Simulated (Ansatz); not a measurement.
Consider the ligand exchange at the Si–O bond: `[SiH3][O][Ge][Cl]` + `C[AsH]C` → `C[As](C)[SiH3]` + `[OH][Ge][Cl]`.

Isolated molecules relaxed with PBE0-D4/def2-TZVP in Ansatz; ΔE leaves out vibrations. CBS: MP2 limit from def2 TZ/QZ plus the TZ coupled-cluster correction, frozen cores. DFT in def2-TZVPP. B3LYP here is the variant with VWN-RPA as its local correlation; programs differ in this. HSE06 is defined as in plane-wave codes. For As, Ge outer-core shells are correlated without core-valence functions, which leaves a few kJ/mol of doubt a bond. Scalar relativity is left out up to krypton. One conformer a species, not always the lowest.

Is it downhill or uphill in electronic energy at CCSD(T)/CBS, and by how much? (Estimate.)

Computed: Uphill: ΔE = +68.5 kJ/mol.

What do these levels give: revPBE-D4, B3LYP-D4, r2SCANh-D4, r2SCAN0-D4, HSE06-D4, CAM-B3LYP-D4, ωB97M-V, r2SCAN, HSE06, RPA@PBE/def2-TZVPP, CCSD/def2-TZVPP, MP2/def2-QZVPP? (Best estimate.)

The calculation gave: revPBE-D4 46.9, B3LYP-D4 69.6, r2SCANh-D4 64.1, r2SCAN0-D4 65.6, HSE06-D4 54.3, CAM-B3LYP-D4 76.4, ωB97M-V 68.7, r2SCAN 63.6, HSE06 55.7, RPA@PBE/def2-TZVPP 73.0, CCSD/def2-TZVPP 74.5, MP2/def2-QZVPP 69.7 kJ/mol.

Largest T1 diagnostic among the species: 0.014.

From PBE to PBE0 (25 % exact exchange), in def2-TZVPP and without D4, ΔE moves by +6.9 kJ/mol. Leaving LDA and LC-ωPBE aside and taking each functional with its dispersion term where it has one, the values, not all of them listed here, spread over 32.9 kJ/mol, from revPBE-D4 to BHLYP-D4. At CCSD(T), def2-SVP lies +4.3 kJ/mol from the extrapolated value and def2-TZVPP +2.0 kJ/mol.
